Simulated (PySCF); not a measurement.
SCF from a fresh guess for quartet HCrO, at the PBE0 minimum. PySCF input:

```python
from pyscf import gto, scf, dft
mol = gto.M(atom='''
Cr     0.287620     0.000000    -0.207681
O     -1.041980     0.000000     0.636322
H      1.718648     0.000000     0.603215''',
    basis={'Cr': 'def2-TZVP', 'O': 'def2-TZVP', 'H': 'def2-TZVP'},
    charge=0, spin=3)
mf = dft.UKS(mol, xc='PBE0')
mf.grids.atom_grid = (50, 194)
aux = {'Cr': 'def2-universal-JKFIT', 'O': 'def2-universal-JKFIT', 'H': 'def2-universal-JKFIT'}
mf = mf.density_fit(auxbasis=aux)
mf.conv_tol = 1e-08
mf.diis_space = 10
mf.max_cycle = 60
mf.init_guess = 'minao'
mf.verbose = 4
mf.kernel()
```

Excerpt of the output (cycles alone):

```
init E= -1119.58243269777
cycle= 1 E= -1119.77709206736  delta_E= -0.195  |g|= 0.683  |ddm|=  1.6
cycle= 2 E= -1118.97986799374  delta_E= 0.797  |g|=  1.5  |ddm|= 2.06
cycle= 3 E= -1119.87908222919  delta_E= -0.899  |g|= 0.496  |ddm|= 1.94
cycle= 4 E= -1119.95338570877  delta_E= -0.0743  |g|= 0.212  |ddm|= 0.268
cycle= 5 E= -1119.9677111526  delta_E= -0.0143  |g|= 0.0439  |ddm|= 0.0987
cycle= 6 E= -1119.96887922618  delta_E= -0.00117  |g|= 0.0172  |ddm|= 0.0329
cycle= 7 E= -1119.96938017012  delta_E= -0.000501  |g|= 0.00672  |ddm|= 0.0294
cycle= 8 E= -1119.96961335991  delta_E= -0.000233  |g|= 0.0052  |ddm|= 0.0283
cycle= 9 E= -1119.96967904765  delta_E= -6.57e-05  |g|= 0.00247  |ddm|= 0.0173
cycle= 10 E= -1119.96969102343  delta_E= -1.2e-05  |g|= 0.000835  |ddm|= 0.00708
cycle= 11 E= -1119.96969421495  delta_E= -3.19e-06  |g|= 0.00045  |ddm|= 0.00384
cycle= 12 E= -1119.96969578082  delta_E= -1.57e-06  |g|= 0.000226  |ddm|= 0.0037
cycle= 13 E= -1119.96969610592  delta_E= -3.25e-07  |g|= 8.24e-05  |ddm|= 0.00189
cycle= 14 E= -1119.96969615578  delta_E= -4.99e-08  |g|= 3.89e-05  |ddm|= 0.00072
cycle= 15 E= -1119.96969616736  delta_E= -1.16e-08  |g|= 1.68e-05  |ddm|= 0.000328
cycle= 16 E= -1119.96969616877  delta_E= -1.4e-09  |g|= 9.12e-06  |ddm|= 9.57e-05
Extra cycle  E= -1119.96969616888  delta_E= -1.13e-10  |g|= 1.88e-05  |ddm|= 2.45e-05
converged SCF energy = -1119.96969616888  <S^2> = 3.8716994  2S+1 = 4.0603938
```

This is not the lowest solution: another start and a stability analysis within the same unrestricted form found one 28.2 kJ/mol lower, at -1119.98045 Eh.

Other spin states or occupations of the open shell can lie lower.

The search for the lowest solution, 3 starts and the stability check together, took 17 s on 2 threads of a shared Arm Neoverse N1 host, with 82 basis functions; the process peaked at 0.4 GiB.
